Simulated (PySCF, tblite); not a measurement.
Compound: C3H6Cl2OSi.
Z-matrix (Å and degrees, GFN2-xTB geometry), rows numbered from 1:
```
C 
C   1  1.3222
C   2  1.4961  1  125.21
O   2  1.3663  1  123.10  3   179.88
Si  4  1.6135  2  136.62  1     3.62
Cl  5  1.9973  4  102.33  2   177.52
Cl  5  2.0144  4  111.22  2    58.68
H   1  1.0732  2  120.86  3    -0.08
H   1  1.0749  2  121.78  3   179.54
H   3  1.0888  2  109.76  1   121.43
H   3  1.0888  2  109.66  1  -120.40
H   3  1.0846  2  110.74  1     0.37
H   5  1.4524  4  112.10  2   -63.76
```

Computed with CAM-B3LYP/def2-SVPD in PySCF (dipole) on a GFN2-xTB geometry, gas phase.

Masses are those of the commonest isotopes; rigid-rotor values at the optimised geometry. The values belong to one conformer with, in the numbering `[CH2:1]=[C:2]([CH3:3])[O:4][SiH:5]([Cl:6])[Cl:7]`, C1–C2–O4–Si5 4°, C2–O4–Si5–Cl6 178°.

**Question.** What are A, B and C (GHz)?

**Answer.** Ia = 253.41, Ib = 498.47, Ic = 690.36 u·Å²; 505379 MHz·u·Å²/I gives 1994, 1014 and 732.1 MHz, that is A = 1.9943, B = 1.0139, C = 0.7321 GHz.

**Question.** What kind of rotor is it?

**Answer.** An asymmetric top: κ = (2 × 1014 − 1994 − 732.1)/(1994 − 732.1) = -0.55.

**Question.** Is it planar, by Δ = Ic − Ia − Ib?

**Answer.** Not planar: Δ = Ic − Ia − Ib = -61.52 u·Å². For a rigid frame Δ = −2 Σ m c², so Σ m c² = 30.76 u·Å² lies off the ab plane: 8.57 from hydrogen and 22.19 from heavier atoms. The atom farthest from that plane is 1.95 Å away.

**Question.** Give the coordinates in the principal-axis frame, origin at the centre of mass.

**Answer.** The sense of each axis is arbitrary; atoms in the order of the calculation.
```csv
atom,mass (u),a (Å),b (Å),c (Å)
C1,12.000,-2.506,-0.977,0.588
C2,12.000,-2.110,0.158,0.038
C3,12.000,-3.003,1.144,-0.646
O4,15.995,-0.807,0.569,0.033
Si5,27.977,0.613,-0.027,0.516
Cl6,34.969,1.891,1.397,-0.059
Cl7,34.969,1.016,-1.778,-0.395
H8,1.008,-3.540,-1.264,0.574
H9,1.008,-1.814,-1.650,1.060
H10,1.008,-2.928,2.112,-0.153
H11,1.008,-2.685,1.272,-1.679
H12,1.008,-4.034,0.806,-0.626
H13,1.008,0.666,-0.216,1.955
```

**Question.** Predict some low-J microwave lines.

**Answer.** The dipole components are |μa| = 1.59 D, |μb| = 0.06 D, |μc| = 0.58 D. The squared components, which scale the intensities, stand as 1.00 : 0.00 : 0.13 (a : b : c). Some lines, for components of 0.1 D or more:

```tsv
type	branch	J(Ka,Kc)	MHz	lower level (cm⁻¹)
a	Q	4(2,2) ← 4(2,3)	693	0.731
c	Q	2(1,2) ← 2(0,2)	751	0.173
a	Q	5(2,3) ← 5(2,4)	1430	1.018
c	Q	5(2,4) ← 5(1,4)	1551	0.966
c	Q	2(2,1) ← 2(1,1)	2941	0.226
c	Q	5(3,3) ← 5(2,3)	4579	1.066
c	Q	4(3,2) ← 4(2,2)	5074	0.754
a	R	3(2,1) ← 2(2,0)	5437	0.326
a	R	3(1,2) ← 2(1,1)	5624	0.226
c	R	2(2,1) ← 1(1,1)	6997	0.091
c	R	3(3,0) ← 2(2,0)	10829	0.326
c	R	5(2,3) ← 4(1,3)	12119	0.661
c	R	4(3,1) ← 3(2,1)	12501	0.507
c	R	4(3,2) ← 3(2,2)	12710	0.499
c	R	4(4,1) ← 3(3,1)	14844	0.687
c	R	5(4,1) ← 4(3,1)	16580	0.924
```

**Question.** Estimate the classical rotational partition function at 10 K, 50 K and 100 K.

**Answer.** Point group C1, symmetry number σ = 1; q = (√π/σ)·√((kT/h)³/(ABC)), k/h = 20836.6 MHz/K: 4380 at 10 K, 49000 at 50 K, 139000 at 100 K.

Its GFN2-xTB frequencies are all real (lowest 34 cm⁻¹). No vibrational averaging or centrifugal distortion is included, and the geometry carries the error of its method. A rigid rotor knows nothing of internal rotation, which can split or shift real lines. Quadrupole hyperfine structure (35Cl) is left out.
